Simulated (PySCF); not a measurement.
Gas-phase reaction: InH2Cl + InCl3 → 2 InH + 4 Cl

Method: PySCF energies plus ideal-gas RRHO corrections (1 bar). † marks an energy on the PBE0/def2-TZVP geometry and frequencies; other levels use their own. MP2 freezes the core. Open shells (unrestricted): Cl (multiplicity 2, electronic degeneracy 6); the rest are closed-shell singlets. Spin-orbit splitting is ignored; it lowers the true energy and changes the entropy of Cl. B3LYP is the form with VWN-RPA correlation. In: scalar-relativistic def2 core potential, no spin-orbit coupling. InH2Cl, InH: computed as isolated molecules; such fragments, hydroxides, amides, oligomers or adducts are transient or little studied in the gas. MP2 isn't extrapolated to the basis-set limit; its ΔH°(298 K) is 1252.9 kJ in def2-SVP and 1311.7 kJ in def2-TZVPP. The harmonic model lacks anharmonicity and excited electronic states, which grow with temperature; levels with a mode under 35 cm⁻¹ are left out. Soft modes under 120 cm⁻¹ make the harmonic entropy rough for InCl3.

```json
[
 {"level": "B3LYP/def2-TZVP†", "ΔE electronic, kJ": "1200", "ΔH°(298 K), kJ": "1186", "ΔS°(298 K), J/K": "471", "ΔG°(1400 K), kJ": "525"},
 {"level": "MP2/def2-SVP†", "ΔE electronic, kJ": "1266", "ΔH°(298 K), kJ": "1253", "ΔS°(298 K), J/K": "471", "ΔG°(1400 K), kJ": "592"},
 {"level": "MP2/def2-TZVPP†", "ΔE electronic, kJ": "1325", "ΔH°(298 K), kJ": "1312", "ΔS°(298 K), J/K": "471", "ΔG°(1400 K), kJ": "650"},
 {"level": "PBE/def2-SVP", "ΔE electronic, kJ": "1285", "ΔH°(298 K), kJ": "1272", "ΔS°(298 K), J/K": "469", "ΔG°(1400 K), kJ": "614"},
 {"level": "PBE/def2-TZVP†", "ΔE electronic, kJ": "1292", "ΔH°(298 K), kJ": "1278", "ΔS°(298 K), J/K": "471", "ΔG°(1400 K), kJ": "617"},
 {"level": "PBE0/def2-QZVP†", "ΔE electronic, kJ": "1293", "ΔH°(298 K), kJ": "1280", "ΔS°(298 K), J/K": "471", "ΔG°(1400 K), kJ": "618"},
 {"level": "LDA/def2-TZVP†", "ΔE electronic, kJ": "1500", "ΔH°(298 K), kJ": "1486", "ΔS°(298 K), J/K": "471", "ΔG°(1400 K), kJ": "825"},
 {"level": "ωB97M-V/def2-TZVP†", "ΔE electronic, kJ": "1316", "ΔH°(298 K), kJ": "1302", "ΔS°(298 K), J/K": "471", "ΔG°(1400 K), kJ": "641"},
 {"level": "ωB97X-V/def2-TZVP†", "ΔE electronic, kJ": "1321", "ΔH°(298 K), kJ": "1308", "ΔS°(298 K), J/K": "471", "ΔG°(1400 K), kJ": "646"}
]
```
ΔH° is lowest at B3LYP/def2-TZVP† and highest at LDA/def2-TZVP†. No reference value is set beside these.
